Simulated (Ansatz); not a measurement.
Geometry optimisation, RHF/def2-SVP (Ansatz).

Input:

```yaml
crystal:
  periodic: [false, false, false]
  atoms:
    - { symbol: C, position_ang: [-0.3486, 1.0146, -0.2046] }
    - { symbol: O, position_ang: [-0.1009, 0.3029, 1.0006] }
    - { symbol: Si, position_ang: [0.3491, -1.0938, 0.2327] }
    - { symbol: S, position_ang: [-0.9049, -0.3903, -1.1687] }
    - { symbol: H, position_ang: [0.4838, 1.5741, -0.6402] }
    - { symbol: H, position_ang: [-1.1756, 1.8244, -0.0319] }
    - { symbol: H, position_ang: [1.8136, -0.9998, -0.2089] }
    - { symbol: H, position_ang: [-0.0244, -2.2892, 0.9654] }
basis:
  gaussian: { orbitals: def2-SVP }
hamiltonian:
  xc: hf
relax:
  f_tol: 0.02
  max_steps: 50
```

Launched with:

```bash
$ ansatz run input.yaml --threads 1 --pin off --max-ram 2048MiB --backend cpu --events-out ev --progress --plain --runs-dir out
```

Question: Where does it end, and by what steps?

Answer: The run converged. After 6 steps the energy has fallen by 0.868 eV; H7 moved furthest, 0.54 Å.

```json
{"step": "0", "energy less start (eV)": "0.0000", "largest force component (eV/Å)": "4.040", "accepted": "yes"}
{"step": "1", "energy less start (eV)": "-0.6388", "largest force component (eV/Å)": "1.572", "accepted": "yes"}
{"step": "2", "energy less start (eV)": "-0.7649", "largest force component (eV/Å)": "0.842", "accepted": "yes"}
{"step": "3", "energy less start (eV)": "-0.8404", "largest force component (eV/Å)": "1.110", "accepted": "yes"}
{"step": "4", "energy less start (eV)": "-0.8671", "largest force component (eV/Å)": "0.128", "accepted": "yes"}
{"step": "5", "energy less start (eV)": "-0.8677", "largest force component (eV/Å)": "0.027", "accepted": "yes"}
{"step": "6", "energy less start (eV)": "-0.8677", "largest force component (eV/Å)": "0.004", "accepted": "yes"}
```

```xyz
8
Properties=species:S:1:pos:R:3
C -0.408 1.099 -0.193
O 0.329 0.463 0.815
Si 0.445 -1.089 0.217
S -0.685 -0.282 -1.416
H 0.158 1.907 -0.650
H -1.357 1.473 0.184
H 1.824 -1.522 -0.068
H -0.214 -2.106 1.054
```

The run took 24 s on 1 thread of Intel(R) Xeon(R) Platinum 8488C (Sapphire Rapids) (shared host), peak memory 0.19 GiB.
